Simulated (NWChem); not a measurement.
CH₄Ge, singlet; SMILES [CH3][GeH]

All runs: NWChem. Low-valent species are run as closed-shell singlets; no triplet was tried in these runs. Each level has its own optimisation; frequencies are unscaled.

```csv
level,r Ge–H (Å),r C–Ge (Å),highest harmonic frequency (cm⁻¹),lowest (cm⁻¹),zero-point energy (kcal/mol)
"LDA (Slater exchange, VWN5)/def2-SVP",1.613,1.973,3096,112,24.8
CAM-B3LYP/def2-SVP,1.597,1.990,3163,181,26.0
Hartree-Fock/STO-3G,1.465,1.919,3741,193,31.9
PBE-D3(BJ)/def2-SVP,1.621,2.009,3089,133,24.9
```
